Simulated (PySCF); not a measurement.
A GIAO shielding run with PySCF 2.14 (density fitting, non-relativistic, gas phase) on `InChI=1S/C6H8OS.Al.3H/c1-8-5-6-3-2-4-7-6;;;;/h2-4H,5H2,1H3;;;;`:

```
$ OMP_NUM_THREADS=1 python probes_run.py task.json out

{"job": {"kind": "nmr", "xc": "HF", "basis": "pcSseg-1", "pop": false}, "charge": 0, "multiplicity": 1}
C     -2.031432    -0.028151     1.213698
S     -1.855369    -0.787552    -0.411534
Al    -1.459904     1.249142    -1.763077
C     -0.246112    -1.662018    -0.218397
C      0.913409    -0.794947     0.051843
C      1.522462    -0.376241     1.204099
C      2.570356     0.506825     0.800633
C      2.511506     0.554171    -0.560395
O      1.520088    -0.232429    -1.015669
H     -1.147861     0.586134     1.439500
H     -2.918395     0.617292     1.157568
H     -2.184775    -0.803817     1.976857
H     -0.400868     2.001379    -0.819602
H     -0.973708     0.593824    -3.140064
H     -2.983387     1.747839    -1.646107
H     -0.120798    -2.204012    -1.166952
H     -0.386748    -2.397169     0.586292
H      1.259724    -0.674474     2.217113
H      3.274128     1.036075     1.438706
H      3.087651     1.083746    -1.314146
```

Hardware: 1 thread of an Arm Neoverse V1, shared host. The job also computes ring-centre shieldings.

Question: How large is the calculation?

Answer: 84 electrons, 222 basis functions and 1195 auxiliary functions.

Question: How long does it take, and how much memory does it need?

Answer: 25 s of wall time, with 12 SCF cycles and 7 response iterations; peak memory 1 GiB. Times on a shared host scatter by some tens of per cent.

Question: And these other runs on the same molecule and hardware: GIAO shielding at PBE0/pcSseg-1?

Answer: PBE0/pcSseg-1: 222 functions, 46 s.
